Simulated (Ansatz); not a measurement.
Mulliken charges of AlFH₄NP (`[NH2][Al]([F])[PH2]`) from ωB97M-V/def2-TZVPP in Ansatz (PBE0-D4/def2-TZVP geometry).

```tsv
atom	x (Å)	y (Å)	z (Å)	charge (e)
N1	0.056	1.621	-0.139	-0.371
Al2	0.488	0.017	0.435	0.634
F3	1.310	-0.079	1.865	-0.353
P4	0.082	-1.932	-0.744	-0.265
H5	0.282	2.478	0.340	0.116
H6	-0.462	1.812	-0.981	0.107
H7	-1.158	-1.433	-1.230	0.062
H8	-0.507	-2.540	0.398	0.070
```

By hand: the dipole of these point charges (1 e Å = 4.8032 D).

Σ q r = (-0.320, 0.164, -0.248) e Å, of length 0.437 e Å = 2.10 D.

How does the dipole of the full density compare? (Estimate.)

Ansatz gave: (-0.278, 0.282, -0.241) e Å, 2.23 D; the point charges give 0.94 times that, at 16° from its direction.

Point charges leave out the atoms' own dipoles, such as those of lone pairs, and Mulliken's split depends on the basis, so the close match here is no proof of good charges.
